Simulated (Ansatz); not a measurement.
Cost and result up the ladder for Ga4As4H14, a cluster cut from wurtzite GaAs (hydrogen-capped) (22 atoms). The state is a singlet with charge 0. Geometry: PBE-D4/def2-SVP.

| atom | x (Å) | y (Å) | z (Å) |
| --- | --- | --- | --- |
| Ga1 | 2.0590 | -0.1248 | -1.9321 |
| As2 | 2.0918 | -1.2608 | 0.3801 |
| Ga3 | -0.3428 | 2.8052 | -0.0827 |
| As4 | -0.1833 | 0.9340 | -1.7164 |
| As5 | -0.0892 | 1.3821 | 2.0497 |
| Ga6 | 0.2116 | -1.0863 | 1.9994 |
| Ga7 | -2.1198 | -0.6291 | -1.7609 |
| As8 | -1.6887 | -1.7283 | 0.5289 |
| H9 | 3.2184 | 0.9406 | -1.8241 |
| H10 | 2.0296 | -1.3476 | -2.9296 |
| H11 | 3.3307 | -0.8907 | 1.1895 |
| H12 | 2.3800 | -2.7559 | 0.2860 |
| H13 | 0.9666 | 3.6866 | -0.0799 |
| H14 | -1.8175 | 3.3569 | 0.0266 |
| H15 | -0.3263 | 1.6608 | -3.0531 |
| H16 | 1.0355 | 1.8865 | 2.9485 |
| H17 | -1.2262 | 1.6119 | 3.0406 |
| H18 | 0.3590 | -1.8347 | 3.3760 |
| H19 | -1.8854 | -1.8145 | -2.7763 |
| H20 | -3.4856 | 0.1306 | -1.5409 |
| H21 | -1.6038 | -3.2485 | 0.4339 |
| H22 | -2.9135 | -1.6744 | 1.4367 |

Ansatz on 2 threads of AMD EPYC 7R13 on a shared host and a share (18 GiB) of an NVIDIA H100 80GB HBM3. Times are rough, and most runs start from the orbitals of an earlier one. r2SCAN0-D4/def2-TZVP serves as the yardstick here, not as an exact answer. Differences are given only for rows in sets of like size (and for xTB, whose basis is part of the method), since another set adds its own error. Binding counts from free atoms at the same level (Ga doublet, As quartet, H doublet; other spins of the atoms weren't run), without zero-point energy or a counterpoise term.

The 6-31G sets use Cartesian d functions. B3LYP takes the VWN-RPA correlation. Correlated methods freeze 72 core orbitals; core or outer-core shells of Ga, As are correlated, in sets that lack core-valence functions. Single mean-field runs in def2-TZVP are fitted with def2-universal-jkfit.

Correlated methods converge slowly with the basis.

```json
{"level": "B3LYP-D4/6-31G", "functions": "260", "wall time": "6 s", "binding energy per atom (eV)": "2.46", "difference from r2SCAN0-D4/def2-TZVP (eV)": "–"}
{"level": "MP2/def2-TZVP", "functions": "468", "wall time": "7 s", "binding energy per atom (eV)": "2.38", "difference from r2SCAN0-D4/def2-TZVP (eV)": "-0.12"}
{"level": "PBE-D4/def2-SVP", "functions": "326", "wall time": "7.5 s", "binding energy per atom (eV)": "2.50", "difference from r2SCAN0-D4/def2-TZVP (eV)": "–"}
{"level": "PBE0-D4/def2-SVP", "functions": "326", "wall time": "7.5 s", "binding energy per atom (eV)": "2.49", "difference from r2SCAN0-D4/def2-TZVP (eV)": "–"}
{"level": "HF/6-31G", "functions": "260", "wall time": "7.5 s", "binding energy per atom (eV)": "1.56", "difference from r2SCAN0-D4/def2-TZVP (eV)": "–"}
{"level": "B97M-V/def2-TZVP", "functions": "468", "wall time": "9.5 s", "binding energy per atom (eV)": "2.53", "difference from r2SCAN0-D4/def2-TZVP (eV)": "0.03"}
{"level": "r2SCANh-D4/def2-TZVP", "functions": "468", "wall time": "11 s", "binding energy per atom (eV)": "2.51", "difference from r2SCAN0-D4/def2-TZVP (eV)": "0.01"}
{"level": "PBE0-D4/def2-TZVP (with forces)", "functions": "468", "wall time": "11 s", "binding energy per atom (eV)": "2.49", "difference from r2SCAN0-D4/def2-TZVP (eV)": "-0.01"}
{"level": "PBE-D4/def2-TZVP", "functions": "468", "wall time": "11 s", "binding energy per atom (eV)": "2.49", "difference from r2SCAN0-D4/def2-TZVP (eV)": "-0.01"}
{"level": "r2SCAN0-D4/def2-TZVP", "functions": "468", "wall time": "11 s", "binding energy per atom (eV)": "2.50", "difference from r2SCAN0-D4/def2-TZVP (eV)": "0.00"}
{"level": "r2SCAN-D4/def2-TZVP (with forces)", "functions": "468", "wall time": "12 s", "binding energy per atom (eV)": "2.52", "difference from r2SCAN0-D4/def2-TZVP (eV)": "0.02"}
```
